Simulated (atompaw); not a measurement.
# Before and after: PAW (atompaw) potential for Tb (Z = 65)

```
Element                 : terbium
Generator               : atompaw 4.2.0.5
Type                    : PAW
Functional              : PBEsol
Relativity              : non-relativistic
Frozen core             : [Kr] 4d10
Valence charge          : 19
Reference configuration : 4f9 5s2 5p6 5d0 6s1.5 6p0 (charge +0.5)
Partial waves           : 5s (bound); 6s (bound); 5p (bound); 6p (bound, empty); 5d (bound, empty); 5d channel at 4.4 Ry; 4f (bound); 4f channel at -0.25 Ry
Local potential         : vpsmatchnc scheme with l = 4 at 0 Ry, radius 2.70 bohr
Core correction         : smooth core density matched at 1.95 bohr
Augmentation charge     : sinc compensation charge, radius 2.75 bohr; PAW radius 3.00 bohr; waves and projectors: bloechl
```

Change: local potential vpsmatchnc scheme with l = 4 at 0 Ry, radius 2.88 bohr.

Cutoffs: the cutoffs (Ry, on a coarse ladder) from which the occupation-weighted sum of valence levels, in a spherical-Bessel basis at the reference potential, stays within 10 and 1 mRy of its value at 400 Ry; they do not see the model core or the augmentation charge, which bear on the density cutoff.

Q: What does the change do?

A: The potential gets softer (40 Ry and 50 Ry → 35 Ry and 45 Ry); neither file shows a bound ghost.

| quantity | base | changed |
| --- | --- | --- |
| cutoff, loose | 40 Ry | 35 Ry |
| cutoff, tight | 50 Ry | 45 Ry |
| loose cutoff by channel (10 mRy a level) | s 25 Ry, p 25 Ry, f 25 Ry | s 21 Ry, p 21 Ry, f 25 Ry |
| bound ghosts | none | none |
| s: phases at 3.01 bohr within 0.05 rad from the reference energy up to (Ry; the scan ends near 5) | 0.8 | 1.5 |
| p: phases at 3.01 bohr within 0.05 rad from the reference energy up to (Ry; the scan ends near 5) | 3.4 | 3.9 |
| d: phases at 3.01 bohr within 0.05 rad from the reference energy up to (Ry; the scan ends near 5) | to the end of the scan | to the end of the scan |
| f: phases at 3.01 bohr within 0.05 rad from the reference energy up to (Ry; the scan ends near 5) | 1.0 | 1.0 |
| lowest overlap eigenvalue by channel | s 0.23, p 0.56, d 0.80, f 0.94 | s 0.30, p 0.63, d 0.85, f 0.93 |

 The cutoffs see the waves, projectors and local potential, not the compensation charge or the core.
